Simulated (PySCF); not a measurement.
Cl3FHNW, SMILES [NH]=[W]([F])([Cl])([Cl])[Cl], multiplicity 1. Atoms are numbered in the order given.

```xyz
7

W      0.1843     0.2011     0.0000
N      0.3978     1.9229     0.0000
H      0.5248     2.9339     0.0000
F      2.0045    -0.1370     0.0000
Cl    -1.0299     0.2030    -1.9170
Cl    -1.0299     0.2030     1.9170
Cl     0.0015    -2.1730     0.0000
```

Geometry optimised at PBE0-D3(BJ)/def2-SVP. The spin state was assumed, not searched. The structure was generated by enumeration; whether it is a known compound was not checked. The def2 effective core potentials stand for the cores of W; spin–orbit coupling is left out.

Calculation: PBE/def2-TZVP in PySCF.

ESP charges are fitted to the potential on shells at 1.4 to 2.0 van der Waals radii. Atomic charges (e):

```tsv
atom	ESP fit	Mulliken	Löwdin
W1	0.55	___	-0.07
N2	-0.49	___	-0.24
H3	0.38	0.25	0.16
F4	-0.10	___	-0.14
Cl5	-0.05	-0.19	0.16
Cl6	-0.05	-0.19	0.16
Cl7	-0.24	-0.32	-0.03
```

**Question.** Some entries are withheld; supply them. (Estimate from the structure and the level; the computed values follow.)

**Answer.** 
- W1, Mulliken: 1.11
- N2, Mulliken: -0.40
- F4, Mulliken: -0.26
